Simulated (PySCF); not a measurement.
## Computed structure and properties of [Hf(NH2)2]2+

System: [Hf(NH2)2]2+ (singlet); start: displaced along the imaginary mode (Cs). Method: PySCF 2.14.0, RKS PBE0, Hf def2-SVP with ECP60, N def2-SVP, H def2-SVP; non-relativistic Hamiltonian with scalar-relativistic core potentials where named; density fitting; no spin-orbit coupling.

Input of the relaxation:

```python
mol = gto.M(atom='''
Hf     0.00000    -0.00353    -0.17775
N      1.57522     0.02572     0.93835
H      2.13309    -0.84123     1.21316
H      1.84247     0.79928     1.61786
N     -1.57522     0.02572     0.93835
H     -1.84247     0.79928     1.61786
H     -2.13309    -0.84123     1.21316''',
    basis={'Hf': 'def2-SVP', 'N': 'def2-SVP', 'H': 'def2-SVP'},
    ecp={'Hf': 'def2-SVP'},
    charge=2, spin=0)
mf = dft.RKS(mol, xc='PBE0')
mf.grids.atom_grid = (50, 194)
mf = mf.density_fit()  # fitting sets: Hf def2-universal-JKFIT, N def2-universal-JKFIT, H def2-universal-JKFIT
mf.conv_tol = 1e-08; mf.max_cycle = 55
mf.kernel(dm0)  # dm0: converged density of the start geometry
# quasi-Newton relaxation in Cartesian coordinates to a largest gradient under 0.00045 Eh/bohr, steps kept in the point group
```

Run from Python with OMP_NUM_THREADS=2; the lines above give its settings. Where DIIS fails, smearing, a level shift and second-order steps follow.
It took 25 s on 2 threads of Arm Neoverse V2, on a shared host, from the converged density of the start.

Course of the relaxation:

| step | energy above end (eV) | largest force component within the symmetry (eV/Å) |
| --- | --- | --- |
| 0 | 0.9627 | 1.113 |
| 1 | 0.6356 | 0.617 |
| 2 | 0.4125 | 1.403 |
| 3 | 0.2923 | 1.132 |
| 4 | 0.1794 | 0.691 |
| 5 | 0.1637 | 1.650 |
| 6 | 0.0859 | 0.350 |
| 7 | 0.0582 | 0.206 |
| 10 | 0.0013 | 0.077 |
| 11 | 0.0008 | 0.132 |
| 12 | 0.0002 | 0.025 |
| 13 | 0.0001 | 0.023 |
| 14 | 0.0000 | 0.013 |
| 15 | 0.0000 | 0.009 |
(The steps between are left out.)

Relaxed geometry (C2v):

```xyz
7

Hf    0.0000   -0.7990    0.0595
N     1.4700   -0.0350    1.0156
H     2.4725   -0.1919    0.8135
H     1.4233    0.6084    1.8217
N    -1.4700   -0.0350    1.0156
H    -1.4233    0.6084    1.8217
H    -2.4725   -0.1919    0.8135
```

```
     contact      Å
Hf1–N2 (NH2)  1.913
Hf1–N5 (NH2)  1.913
```

On the finer grid (75, 302):

```json
{
  "HOMO": "-19.32 eV",
  "LUMO": "-13.96 eV",
  "Dipole about the centre of mass": "0.16 D",
  "Set of Mulliken populations of Hf1 outside the core potential": "s 2.27, p 6.10, d 1.91, f 0.10",
  "D3(BJ) dispersion energy (not in the energies)": "-0.112 eV"
}
```

| atom | Mulliken (e) | Löwdin (e) | spin (e) |
| --- | --- | --- | --- |
| Hf1 | 1.61 | 1.28 | 0.00 |
| N2 | -0.33 | 0.02 | 0.00 |
| H3 | 0.26 | 0.17 | 0.00 |
| H4 | 0.26 | 0.17 | 0.00 |
| N5 | -0.33 | 0.02 | 0.00 |
| H6 | 0.26 | 0.17 | 0.00 |
| H7 | 0.26 | 0.17 | 0.00 |

On the grid (50, 194), as all that follows. Harmonic modes: a minimum; lowest 209 cm⁻¹ (negative: unstable), highest 3488 cm⁻¹, zero-point energy 1.341 eV.

Taking off one NH2 (charge -1, singlet; the rest: singlet) in vacuum, both parts rigid, costs 27.47 eV; the small basis without counterpoise inflates it. Most of it is the attraction of opposite charges; other ways to part are cheaper, and one spin state was tried for the rest.

Rigid scan of NH2 along the line from its metal:

| distance to N2 (Å) | energy (eV) |
| --- | --- |
| 1.61 | 2.253 |
| 1.71 | 0.853 |
| 1.81 | 0.183 |
| 1.91 | 0.000 |
| 2.01 | 0.135 |
| 2.11 | 0.472 |
| 2.31 | 1.447 |

One start shape was tried, so this needn't be the lowest isomer.
